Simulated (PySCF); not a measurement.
Identify the unknown among the candidates.

All candidates are C6H11NO.

| technique | computed result |
| --- | --- |
| 1H NMR | chemical shifts (computed TMS as zero) by class: 5.17 (2 H), 4.97 (2 H), 4.21 (1 H), 2.64 (6 H) ppm [GIAO PBE0/pcSseg-1] |
| 13C NMR | chemical shifts (computed TMS as zero) by class: 151.9 (1 C), 95.4 (1 C), 82.4 (1 C), 79.3 (1 C), 42.3 (2 C) ppm [GIAO PBE0/pcSseg-1] |
| Dipole | 2.95 D [PBE0/pcSseg-1] |
| Rotational structure | rotational constants A, B, C: 4.298, 1.480, 1.142 GHz [GFN2-xTB] |
| NMR, other nuclei | isotropic shieldings of nuclei other than C and H, by class: 197 (1 N), 312 (1 O) ppm [GIAO PBE0/pcSseg-1] |

The electronic properties come from PySCF, for the isolated species, density fitting. Levels stand in brackets. Isolated species at its GFN2-xTB geometry, gas phase. Each NMR value is the plain mean over a class of atoms that symmetry, rotation or inversion makes alike.

Task: Which candidate is it?
A. `C=CN(C)C(=C)OC`
B. `CN(C)C1=CCOC1`
C. `CC(=O)/C=C/N(C)C`

Result: B. It is `CN(C)C1=CCOC1`. Numbering: `[CH3:1][N:2]([CH3:3])[C:4]1=[CH:5][CH2:6][O:7][CH2:8]1`. Its formula, C6H11NO, gives 2 degrees of unsaturation: 1 ring and 1 π bond in the structure found. 6 carbons fall into 5 classes; from least to most shielded: vinylic carbon bearing nitrogen [C4] (151.9 ppm), alkene CH carbon [C5] (95.4 ppm), ring sp3 carbon bound to oxygen [C6] (82.4 ppm), ring sp3 carbon bound to oxygen [C8] (79.3 ppm), N-methyl carbon [C1/C3] (42.3 ppm, 2 C). Hydrogen classes from least to most shielded: 2 H on an sp3 carbon bound to oxygen, C6 (5.17 ppm), 2 H on an sp3 carbon bound to oxygen, C8 (4.97 ppm), 1 H on an alkene CH carbon, C5 (4.21 ppm), 6 H on 2 N-methyl carbons, C1/C3 (2.64 ppm, a mean of values up to 0.5 ppm apart in this geometry). The other shieldings belong to: 197 ppm, enamine nitrogen [N2]; 312 ppm, cyclic ether oxygen [O7]. The optimised geometry has point group C1 and is an asymmetric top.

The others, at the same levels:
- `C=CN(C)C(=C)OC` fails: it has 6 carbon classes against 5; its computed 13C shifts are 168.2 (1 C), 143.1 (1 C), 87.7 (1 C), 62.7 (1 C), 55.7 (1 C), 30.9 (1 C) ppm, 1H shifts are 6.76 (1 H), 4.11 (1 H), 3.93 (1 H), 3.77 (3 H), 3.43 (1 H), 3.16 (1 H), 2.93 (3 H) ppm and rotational constant A is 4.512 GHz (against 4.298 GHz).
- `CC(=O)/C=C/N(C)C` fails: its computed 13C shifts are 194.9 (1 C), 154.7 (1 C), 98.0 (1 C), 41.7 (2 C), 32.3 (1 C) ppm, 1H shifts are 7.56 (1 H), 4.89 (1 H), 2.92 (6 H), 2.01 (3 H) ppm and rotational constant A is 4.813 GHz (against 4.298 GHz).

Each candidate is one conformer, not necessarily the lowest. Dipoles, sizes and rotational constants follow the conformer. The torsions of the flexible species, by atom-mapped SMILES:
- `[CH3:1][N:2]([CH3:3])[C:4]1=[CH:5][CH2:6][O:7][CH2:8]1`: C1–N2–C4–C5 11°
- `[CH2:1]=[CH:2][N:3]([CH3:4])[C:5](=[CH2:6])[O:7][CH3:8]`: C1–C2–N3–C4 7°, C2–N3–C5–C6 28°, N3–C5–O7–C8 -175°
- `[CH3:1][C:2](=[O:3])/[CH:4]=[CH:5]/[N:6]([CH3:7])[CH3:8]`: C1–C2–C4–C5 180°, C4–C5–N6–C7 3°
